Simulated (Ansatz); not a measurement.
`FCC1=C[SiH2]1`, relaxed with RKS PBE-D4/def2-SVP in the Gaussian-basis code of Ansatz from a rough embedded geometry. The force threshold is 0.03 eV/Å; the program also tests the step.

Charge 0, multiplicity 1.

Start:

```xyz
10

F     1.812    1.065    0.892
C     0.556    0.887    1.152
C    -0.026   -0.001    0.203
C    -0.854   -1.018   -0.025
Si   -0.144   -0.333   -1.498
H     0.487    0.497    2.151
H     0.061    1.887    1.121
H    -1.364   -1.794    0.488
H     0.755   -1.364   -2.163
H    -1.283    0.174   -2.320
```

Task: By how much does the energy fall, and how many steps does the optimiser take? (An estimate is asked.)

Result: The calculation gave: 88.54 kJ/mol, in 14 steps, 3 of them rejected.

Task: Which bonds change most? (An estimate is asked.)

Result: Computed: C3–Si5 from 1.737 to 1.842 Å; F1–C2 from 1.295 to 1.384 Å; C4–Si5 from 1.773 to 1.836 Å; C2–C3 from 1.424 to 1.484 Å.

Task: Give the relaxed structure. (An estimate is asked.)

Result: The calculation gave: 
```xyz
10

F     1.594    1.653    0.664
C     0.587    0.861    1.188
C    -0.038    0.000    0.152
C    -0.989   -0.947    0.034
Si   -0.203   -0.587   -1.585
H     1.013    0.228    2.002
H    -0.188    1.520    1.647
H    -1.695   -1.464    0.703
H     0.812   -1.514   -2.185
H    -0.893    0.250   -2.621
```
